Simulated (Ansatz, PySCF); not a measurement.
System: GaH2, net charge 0, doublet state. SMILES: [GaH2]
Geometry: optimised at B3LYP-D3(BJ)/def2-TZVP (Ansatz, a first-principles code).

Quantity: vertical ionisation energy (to the singlet state of charge +1; each state is the SCF solution reached for its spin), in eV. Valence correlation only, unless marked. UHF or UKS for open shells. Spin-orbit coupling is left out. The frozen core is the preceding noble-gas configuration, with the filled d and f shells of earlier blocks. Non-relativistic. CBS marks a two-point X^-3 extrapolation of the correlation energy; Hartree-Fock from the larger set. The bracket is a focal-point correction in the basis named.

```json
[
 {"level": "HF/def2-QZVPPD", "program": "Ansatz", "vertical ionisation energy (eV)": "7.63"},
 {"level": "PBE0/def2-TZVPD", "program": "Ansatz", "vertical ionisation energy (eV)": "8.03"},
 {"level": "BHLYP/def2-TZVPD", "program": "Ansatz", "vertical ionisation energy (eV)": "8.01"},
 {"level": "wB97M-V/def2-TZVPD", "program": "Ansatz", "vertical ionisation energy (eV)": "7.95"},
 {"level": "B2PLYP/def2-TZVPD", "program": "Ansatz", "vertical ionisation energy (eV)": "7.92"},
 {"level": "MP2/CBS(aug-cc-pVTZ,aug-cc-pVQZ)", "program": "Ansatz", "vertical ionisation energy (eV)": "7.82"},
 {"level": "MP2/CBS(def2-TZVPPD,def2-QZVPPD)", "program": "Ansatz", "vertical ionisation energy (eV)": "7.81"},
 {"level": "RI-MP2/CBS(def2-TZVPPD,def2-QZVPPD)", "program": "Ansatz", "vertical ionisation energy (eV)": "7.81"},
 {"level": "SCS-MP2/def2-SVPD", "program": "Ansatz", "vertical ionisation energy (eV)": "7.72"},
 {"level": "SCS-MP2/def2-TZVPPD", "program": "Ansatz", "vertical ionisation energy (eV)": "7.75"},
 {"level": "SCS-MP2/aug-cc-pVQZ", "program": "Ansatz", "vertical ionisation energy (eV)": "7.77"},
 {"level": "CCSD/CBS(aug-cc-pVTZ,aug-cc-pVQZ)", "program": "Ansatz", "vertical ionisation energy (eV)": "7.81"},
 {"level": "CCSD(T)/aug-cc-pVTZ", "program": "Ansatz", "vertical ionisation energy (eV)": "7.81"},
 {"level": "RI-MP2/CBS(def2-TZVPPD,def2-QZVPPD)+[CCSD(T)-MP2]/def2-SVPD", "program": "Ansatz", "vertical ionisation energy (eV)": "7.81"},
 {"level": "CCSD(T)/CBS(aug-cc-pVTZ,aug-cc-pVQZ)", "program": "Ansatz", "vertical ionisation energy (eV)": "7.83"}
]
```

For comparison, minus the highest occupied orbital energy (PySCF): 4.76 eV at TPSS/def2-TZVPD, 6.47 eV at M06-2X/def2-TZVPD, 5.15 eV at TPSSh/def2-TZVPD.
